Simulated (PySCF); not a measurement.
C7H8O2Si, SMILES c1cc(c(cc1)C(O)=O)[SiH3] (GFN2-xTB optimised geometry):

```
18

O     -0.758    -2.854    -0.001
C     -1.371    -1.804     0.002
O     -2.707    -1.782     0.008
C     -0.716    -0.498     0.000
C     -1.450     0.688    -0.002
C     -0.786     1.897    -0.003
C      0.602     1.919    -0.001
C      1.320     0.735     0.000
C      0.682    -0.498     0.000
Si     1.643    -2.131    -0.003
H     -3.050    -2.690     0.008
H     -2.529     0.646    -0.002
H     -1.343     2.822    -0.005
H      1.123     2.865    -0.001
H      2.400     0.766     0.001
H      1.454    -2.859    -1.252
H      3.050    -1.672    -0.002
H      1.454    -2.865     1.242
```

Level of theory: PBE/def2-SVP (PySCF).

Problem. What are the frontier orbital energies and the dipole moment?

Solution. HOMO-2 -6.74 eV, HOMO-1 -6.62 eV, HOMO -6.45 eV, LUMO -2.43 eV, LUMO+1 -1.47 eV; dipole moment 2.82 D.

Meta-Löwdin charges at PBE/def2-SVP: O1 -0.41, C2 0.46, O3 -0.40, C4 -0.04, C5 -0.09, C6 -0.10, C7 -0.09, C8 -0.09, C9 -0.18, Si10 0.45, H11 0.33, H12 0.12, H13 0.11, H14 0.11, H15 0.11, H16 -0.08, H17 -0.13, H18 -0.08.
